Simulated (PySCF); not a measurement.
Compound: C4H11NOSi2.
Structure used (PBE0-D3(BJ)/def2-SVP), in Å, numbered top down from 1:
```xyz
19
C4H11NOSi2 angstrom
C      2.6350    0.6835   -0.5136
C      2.0896   -0.3475    0.4382
O      2.7517   -1.2910    0.8181
Si     0.2518   -0.2785    1.0330
C     -0.7989   -1.4137   -0.0624
C     -2.2057   -0.7993   -0.1992
Si    -2.0250    1.0835   -0.2439
N     -0.5655    1.2292    0.7073
H      3.6748    0.4456   -0.7791
H      2.0106    0.7267   -1.4213
H      2.5789    1.6849   -0.0560
H      0.2708   -0.6621    2.4779
H     -0.3057   -1.4586   -1.0493
H     -0.8253   -2.4485    0.3139
H     -2.7492   -1.1969   -1.0716
H     -2.8158   -1.0437    0.6874
H     -3.1849    1.8039    0.3703
H     -1.8705    1.6155   -1.6383
H     -0.2563    2.1149    1.0916
```

NICS is the negative of the GIAO shielding at a point without a nucleus: at the ring centre (0) and 1 Å above and below it (1); zz is the component along the ring normal. Level: GIAO PBE0/pcSseg-1 (PySCF, non-relativistic, gas phase) on the PBE0-D3(BJ)/def2-SVP geometry, one conformer.

Ring bond lengths (Å), with Mayer bond orders in brackets: Si4–C5 1.895 (0.93), C5–C6 1.541 (1.02), C6–Si7 1.892 (0.92), Si7–N8 1.748 (0.96), N8–Si4 1.746 (0.93).

Problem. What do the NICS probes read (ppm)?

Solution. 
| ring | type | NICS(0) | NICS(1), two faces | NICS(1)zz, two faces | rms pucker (Å) | centre to ring atoms, mean (Å) |
| --- | --- | --- | --- | --- | --- | --- |
| Si4–C5–C6–Si7–N8 | 5-membered ring with N and 2 Si; formal bonds all single | -5.5 | -3.3 / -2.9 | -1.9 / -1.3 | 0.16 | 1.48 |

Problem. What do they say, and how far can they be read as aromaticity?

Solution. 
- Si4–C5–C6–Si7–N8: mean NICS(1)zz -1.6 ppm, near zero. Si4, C5, C6, Si7 have four or more neighbours, so the value isn't read as a sign of a π ring current.

Problem. At the second NICS(1) probe listed for ring Si4–C5–C6–Si7–N8, 1 Å off the ring, what do the in-plane components average?

Solution. The isotropic value is a third of the trace: (3 × -2.9 − (-1.3))/2 = -3.7 ppm.

Problem. How do the values depend on the level or the medium?

Solution. 
```tsv
level	NICS(0), Si4–C5–C6–Si7–N8	mean NICS(1)zz, Si4–C5–C6–Si7–N8
PBE0/pcSseg-1, gas	-5.5	-1.6
WP04/pcSseg-1, gas	-5.0	-0.9
PBE0/pcSseg-1, IEF-PCM acetone	-5.5	-1.6
PBE0/pcSseg-1, IEF-PCM benzene	-5.5	-1.6
```

The geometry is the same throughout; the continuum's cavity takes Bondi-type radii × 1.2.

Hardware: one thread of an Arm Neoverse N1, shared host. Cost: 71 s wall, 0.93 GiB resident at most. This is the whole shielding run at PBE0/pcSseg-1, SCF included.
